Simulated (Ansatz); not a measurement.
Calculated with Ansatz (gas phase, PBE0-D4/def2-TZVP geometries, no zero-point term in ΔE). CBS: MP2 limit from def2 TZ/QZ plus the TZ coupled-cluster correction, frozen cores. This one scheme is used for every species. DFT in def2-TZVPP. B3LYP here is the variant with VWN-RPA as its local correlation; programs differ in this. def2 core potentials past Kr. For Sn outer-core shells are correlated without core-valence functions, which leaves a few kJ/mol of doubt a bond. Each species was taken in one conformer, which may not be the lowest.

Reaction (formal exchange of groups at the Sn–C bond): `O[CH2][SnH3]` + `COC(=N)O` → `CO[C](=N)[SnH3]` + `OCO`

Q: Is it downhill or uphill in electronic energy at CCSD(T)/CBS, and by how much? (Estimate.)

A: Computed: Uphill: ΔE = +13.8 kJ/mol.

Q: What do these levels give: PBE-D4, r2SCAN-D4, B3LYP-D4, ωB97M-V, PBE, HF/def2-TZVPP, MP2/def2-TZVPP, SCS-MP2/def2-TZVPP, CCSD/def2-TZVPP, SCS-MP2/def2-QZVPP, HF/CBS(def2), CCSD/CBS(def2)? (Best estimate.)

A: Ansatz gave: PBE-D4 19.5, r2SCAN-D4 24.0, B3LYP-D4 16.2, ωB97M-V 19.2, PBE 20.7, HF/def2-TZVPP 22.0, MP2/def2-TZVPP 14.1, SCS-MP2/def2-TZVPP 11.9, CCSD/def2-TZVPP 14.2, SCS-MP2/def2-QZVPP 12.7, HF/CBS(def2) 22.0, CCSD/CBS(def2) 15.8 kJ/mol.

Largest T1 diagnostic among the species: 0.014.

From PBE to PBE0 (25 % exact exchange), in def2-TZVPP and without D4, ΔE moves by +3.7 kJ/mol. In def2-TZVPP, CCSD(T) changes the Hartree–Fock value by −9.8 kJ/mol (the triples alone add −2.1 kJ/mol) and MP2 by −7.9 kJ/mol.
